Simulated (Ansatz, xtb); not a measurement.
# C6H4BrCl: which of two isomers lies lower

We compare X, `Clc1ccccc1Br`, a singlet, with Y, `Clc1ccc(Br)cc1`, a singlet. Both are isolated molecules in the gas phase, relaxed with r2SCAN-D4/def2-SVP.

**Question.** Estimate which is lower in electronic energy at CCSD(T)/def2-SVP + ΔMP2/def2-TZVPP, and by roughly how much.

**Answer.** The CCSD(T)/def2-SVP + ΔMP2/def2-TZVPP calculation puts structure Y lower, by 0.070 eV.

The same difference at several levels:

```tsv
level	geometry	E(Y) − E(X) (eV)	departure from the last row (eV)	job, with rough time for the two
GFN2-xTB	GFN2-xTB	−0.066	+0.003	optimisation, 0.17 s
HF/STO-3G	GFN2-xTB	−0.085	−0.016	single point, 0.56 s
r2SCAN-D4/def2-SVP//GFN2-xTB	GFN2-xTB	−0.072	−0.002	single point, 4.7 s
r2SCAN-D4/def2-SVP	r2SCAN-D4/def2-SVP	−0.067	+0.003	optimisation, 26 s
HF/def2-SVP	r2SCAN-D4/def2-SVP	−0.123	−0.053	part of the CCSD(T) run
MP2/def2-SVP	r2SCAN-D4/def2-SVP	−0.063	+0.007	part of the CCSD(T) run
CCSD(T)/def2-SVP	r2SCAN-D4/def2-SVP	−0.076	−0.006	single point
CCSD(T)/def2-SVP + ΔMP2/def2-TZVPP	r2SCAN-D4/def2-SVP	−0.070		single point, 1.9 min
```

As drawn, both hold the same kinds of bond in the same numbers.

None of the levels shown reverses the order. The largest departure from CCSD(T)/def2-SVP + ΔMP2/def2-TZVPP is that of HF/def2-SVP, 0.053 eV. The last row adds to CCSD(T) the change of the MP2 difference between the two basis sets, here +0.006 eV.

With thermal terms from frequencies at re-optimised GFN2-xTB minima (ideal gas, soft modes damped towards free rotors, one conformer each, 298.15 K, 1 atm): on the last row, ΔE + ΔZPE = −0.070, ΔH = −0.070, ΔG = −0.054 eV.

The correlated steps freeze 20 core orbitals; the filled d shell of Br is correlated, in a basis made for valence electrons. Programs: Ansatz 0.2.0, xtb 6.7.1; the last row on 4 threads of Arm Neoverse V2 on a shared host.
